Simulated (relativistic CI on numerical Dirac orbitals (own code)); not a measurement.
**How well does a small relativistic CI reproduce Cr²⁺?**

Computed by Dirac-Coulomb-Breit CI, KLI orbitals optimised for each configuration, a model potential for QED, valence Slater integrals scaled by 0.85, P86 correlation estimate, and configurations built on the next ion tied to the tabulated ionisation energy (semi-empirical) (own radial code, finite nucleus).

CI space (outside the closed core [Ne] 3s2): 3p6 3d4, 3p6 3d3 4s, 3p6 3d3 4p, 3p6 3d3 4d, 3p6 3d3 5s, 3p6 3d3 4f, 3p6 3d2 4s2, 3p6 3d3 5p, 3p6 3d2 4s 4p, 3p6 3d3 5d, 3p6 3d3 5f, 3p6 3d3 5g, 3p5 3d5, 3p6 3d2 4p2, 3p6 3d2 4s 4d. Levels of other configurations are missing.

```
Configuration  Term (tabulated)  J  Measured (cm⁻¹)  Computed  Error  Purity (%)
      3p6 3d4                5D  0              0.0         0      0         100
      3p6 3d4                5D  1             62.2        56     -6         100
      3p6 3d4                5D  2            183.2       166    -18         100
      3p6 3d4                5D  3            356.6       323    -33         100
      3p6 3d4                5D  4            576.1       524    -52         100
      3p6 3d4               3P2  0          16771.4     18001   1230          99
      3p6 3d4               3P2  1          17168.6     18355   1186         100
      3p6 3d4                3H  4          17273.7     16830   -444          99
      3p6 3d4                3H  5          17396.9     16935   -462          99
      3p6 3d4                3H  6          17530.7     17051   -480         100
      3p6 3d4               3P2  2          17851.2     18979   1128         100
      3p6 3d4               3F2  2          18451.8     19243    792         100
      3p6 3d4               3F2  3          18511.2     19293    782          98
      3p6 3d4               3F2  4          18583.4     19359    776          97
      3p6 3d4                3G  3          20703.6     21165    461          98
      3p6 3d4                3G  4          20853.0     21299    446          97
      3p6 3d4                3G  5          20996.0     21423    427          99
      3p6 3d4               1G2  4          25138.9     26591   1452          99
      3p6 3d4                3D  3          25726.4     27448   1721         100
      3p6 3d4                3D  2          25780.9     27496   1716          99
      3p6 3d4                3D  1          25848.3     27559   1711         100
      3p6 3d4                1I  6          26014.9     25412   -603         100
      3p6 3d4               1S2  0          27372.3     30930   3558         100
      3p6 3d4               1D2  2          32152.0     33055    903          99
      3p6 3d4                1F  3          37005.2     38353   1348          99
      3p6 3d4               3F1  4          43286.7     44617   1330          99
      3p6 3d4               3F1  2          43304.5     44628   1324          99
      3p6 3d4               3F1  3          43322.2     44646   1324          99
      3p6 3d4               3P1  2          43442.0     45278   1836          99
      3p6 3d4               3P1  1          43916.6     45716   1800          99
      3p6 3d4               3P1  0          44141.4     45925   1784          99
   3p6 3d3 4s                5F  1          49492.5     52749   3256         100
   3p6 3d3 4s                5F  2          49628.2     52875   3247         100
      3p6 3d4               1G1  4          49768.7     50762    994          99
   3p6 3d3 4s                5F  3          49828.9     53062   3233         100
   3p6 3d3 4s                5F  4          50091.2     53306   3215         100
   3p6 3d3 4s                5F  5          50410.1     53604   3194         100
   3p6 3d3 4s                3F  2          56651.4     59964   3313          99
   3p6 3d3 4s                3F  3          56993.1     60283   3289          99
   3p6 3d3 4s                3F  4          57423.4     60685   3262          99
   3p6 3d3 4s                5P  1          63045.7     67358   4312         100
   3p6 3d3 4s                5P  2          63174.3     67479   4305          99
   3p6 3d3 4s                5P  3          63421.9     67712   4290         100
      3p6 3d4               1D1  2          65763.2     68140   2377          98
   3p6 3d3 4s                3G  3          65892.4     69399   3507         100
   3p6 3d3 4s                3G  4          66030.0     69525   3495          99
   3p6 3d3 4s                3G  5          66225.1     69705   3480          99
   3p6 3d3 4s              3P †  0          69601.5     74716   5114          99
   3p6 3d3 4s                1G  4          69659.7     73109   3450          90
   3p6 3d3 4s              3P †  1          69781.9     74623   4841          97
   3p6 3d3 4s              3P †  2          70191.0     74360   4169          93
   3p6 3d3 4s                3P  2          70292.9     74837   4544          96
   3p6 3d3 4s              3P †  1          70345.6     74179   3833          95
   3p6 3d3 4s              3P †  0          70487.0     73992   3505          99
   3p6 3d3 4s                3D  1          70981.3     75807   4826          92
   3p6 3d3 4s                3D  3          71323.1     76203   4880         100
   3p6 3d3 4s                3D  2          71323.3     76092   4768          92
   3p6 3d3 4s                3H  4          71677.2     74271   2594          90
   3p6 3d3 4s                3H  5          71737.6     74284   2546          99
   3p6 3d3 4s                3H  6          71870.2     74403   2533         100
   3p6 3d3 4s                1P  1          73881.5     78063   4181          94
   3p6 3d3 4s                1D  2          74788.9     79736   4947          98
   3p6 3d3 4s                1H  5          75351.6     77870   2518          99
   3p6 3d3 4s                3F  4          84374.1     88479   4105         100
   3p6 3d3 4s                3F  3          84484.8     88586   4101         100
   3p6 3d3 4s                3F  2          84572.5     88671   4098         100
   3p6 3d3 4s                1F  3          87770.7     92093   4323          99
   3p6 3d3 4p               5G°  2          93766.2     96259   2493         100
```

Measured levels from Sugar and Corliss, J. Phys. Chem. Ref. Data 6, 317 (1977); pairs were made by configuration, J and term (by order where the table uses no LS term), so strongly mixed levels may be paired wrongly.

Mean error by configuration (cm⁻¹): 3p6 3d4 947; 3p6 3d3 4s 3718; 3p6 3d3 4p 2493. Over the excited levels the mean absolute error is 2336 cm⁻¹ (67 of the 67 excited levels that our extract of the source holds in range could be paired), and the median relative error of those above 1,000 cm⁻¹ is 4.9 %. † marks terms whose computed intervals miss the measured ones by more than a factor of 2.5, or configurations far off the rest, from wrong mixing, a near crossing or a doubtful label or measurement; they are left out of the means.
